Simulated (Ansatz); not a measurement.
CF$_{6}$Ge (`F[C](F)(F)[Ge]([F])([F])[F]`), 8 atoms. Total charge 0; spin multiplicity 1. Correlated methods include outer-core shells of Ge, which these sets cover unevenly. Scalar relativity is left out up to krypton. All runs use 4 threads of an Arm Neoverse V1 on a shared host. Correlated methods freeze the cores.

**Question.** Give the basis size and wall time and peak host memory of each of these runs in Ansatz. RKS PBE0-D4/def2-SVP energy; RKS PBE0-D4/def2-TZVP relaxation (5 steps); RHF-MP2/def2-TZVPP energy; RKS PBE0-D4/def2-TZVP frequencies; RKS r2SCAN-D4/def2-TZVPP energy and forces; RHF-MP2/def2-QZVPP energy; RKS PBE0-D4/def2-QZVPP energy; RKS CAM-B3LYP-D4/def2-TZVPP energy; direct RPA on PBE orbitals/def2-TZVPP energy; RKS ωB97M-V/def2-SVP energy; RHF-CCSD(T)/def2-SVP energy; RKS BLYP-D4/def2-TZVPP energy. (Estimate.)

**Answer.** The calculation gave: Other jobs shared the machine, so times are rough.

```tsv
level	job	functions	wall time	peak host memory (GiB)
RKS PBE0-D4/def2-SVP	energy	130	2 s	0.48
RKS BLYP-D4/def2-TZVPP	energy	265	3 s	0.38
RHF-MP2/def2-TZVPP	energy	265	6.5 s	0.77
RKS CAM-B3LYP-D4/def2-TZVPP	energy	265	6.5 s	1.1
RKS r2SCAN-D4/def2-TZVPP	energy and forces	265	7 s	0.41
RKS ωB97M-V/def2-SVP	energy	130	7.5 s	0.48
direct RPA on PBE orbitals/def2-TZVPP	energy	265	9 s	0.74
RKS PBE0-D4/def2-QZVPP	energy	488	15 s	2.3
RHF-MP2/def2-QZVPP	energy	488	38 s	3.1
RHF-CCSD(T)/def2-SVP	energy	130	38 s	0.99
RKS PBE0-D4/def2-TZVP	relaxation (5 steps)	265	43 s	0.94
RKS PBE0-D4/def2-TZVP	frequencies	265	4.5 min	0.95
```
